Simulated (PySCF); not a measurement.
# TcCl₃, quintet: molecular constants

Method: UPBE0 in PySCF with Tc def2-SVP with ECP28, Cl def2-SVP; scalar-relativistic core potentials, no spin–orbit coupling; density-fitted integrals.

The structure is a minimum.

Z-matrix (Å, degrees; charge 0 multiplicity 5):
```
Tc
Cl 1 2.2300
Cl 1 2.2759 2 104.55
Cl 1 2.2759 2 104.55 3 180.00
```

| Item | Value |
| --- | --- |
| Point group | C2v |
| Bond lengths | Tc–Cl 2.230 Å, Tc–Cl 2.276 Å (×2) |
| Bond angles | Cl–Tc–Cl 104.5° (×2), Cl–Tc–Cl 150.9° |
| Principal polarisabilities | 37.8, 66.6, 89.5 bohr³ |
| Entropy at 298.15 K and 1 bar (electronic part: spin only) | 362.5 J/(mol K) |
| Highest occupied level (α) | -7.61 eV |
| Rotational symmetry number | 2 |
| Enthalpy at 298.15 K above 0 K | 18.34 kJ/mol |
| Zero-point energy | 8.8 kJ/mol |
| Heat capacity Cp at 298.15 K | 76.3 J/(mol K) |
| Rotational constants | 0.08887, 0.04967, 0.03186 cm⁻¹ |
| Lowest empty level (α) | -4.27 eV |
| Dipole moment | 0.97 D |
| Spin squared ⟨S²⟩ | 6.025 |
| Principal quadrupole moments (Buckingham, traceless) about the centre of mass | -8.06, 1.97, 6.10 D Å |
| Atomisation energy without zero-point energy | 1101 kJ/mol |

Harmonic modes (masses in u: Tc 98.907, Cl 34.969):
| symmetry | ω (cm⁻¹) | IR (km/mol) | μ (u) | type |
| --- | --- | --- | --- | --- |
| b2 | 73 | 0.4 | 37.35 | bend |
| b1 | 88 | 9.2 | 51.50 | bend |
| a1 | 100 | 2.4 | 40.53 | bend |
| a1 | 362 | 1.7 | 35.07 | stretch |
| a1 | 417 | 42.4 | 43.31 | stretch |
| b2 | 424 | 126 | 47.56 | stretch |

In C2v the vibrations span 2b2 + b1 + 3a1. Here b1 is antisymmetric to the molecular plane and b2 lies in it.

Charges (e):
| atom | Mulliken | Löwdin | polar tensor | spin (Mulliken) | Mayer order to Tc1 |
| --- | --- | --- | --- | --- | --- |
| Tc1 | 0.56 | -0.42 | 1.48 | 3.63 | – |
| Cl2 | -0.14 | 0.20 | -0.41 | 0.12 | 1.30 |
| Cl3,4 | -0.21 | 0.11 | -0.54 | 0.13 | 1.20 |

Mulliken populations on Tc1 (electrons outside its core potential): s 2.44, p 6.53, d 5.46, f 0.01.

Formally Tc is in oxidation state +3, d4, with 4 unpaired electrons (the high-spin count). The Mulliken spin on Tc is 3.63. The polar-tensor charge on Tc, 1.48, is far below the formal one.

Other isomers or separated fragments may lie lower. With open d or f shells other occupations or spin states may lie lower.

The final relaxation and frequency run took 65 s on 2 threads of a shared AMD EPYC 7R43 64-Core (Zen 3) host, with 85 basis functions and 11 gradients; the process peaked at 1 GiB. Launch command: `OMP_NUM_THREADS=2 python axn.py task.json out`.
